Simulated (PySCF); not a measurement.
TeBr4, SMILES Br[Te](Br)(Br)Br.

Coordinates come from a PBE-D3(BJ)/def2-SVP optimisation. The def2 effective core potentials stand for the cores of Te; spin–orbit coupling is left out.

All values below come from HF/def2-TZVP (PySCF).

Symmetry labels are those of the subgroup C2v that the program uses (full group C2v).

Computed valence orbital energies around the gap with their symmetry:
```tsv
orbital	symmetry	energy (eV)
HOMO−7	A1	-12.92
HOMO−6	B2	-12.65
HOMO−5	B1	-12.54
HOMO−4	A1	-11.28
HOMO−3	B1	-11.27
HOMO−2	B2	-11.25
HOMO−1	A2	-11.22
HOMO	A1	-9.82
LUMO	A1	-1.31
LUMO+1	B1	-1.11
LUMO+2	B2	0.39
LUMO+3	B1	5.32
```
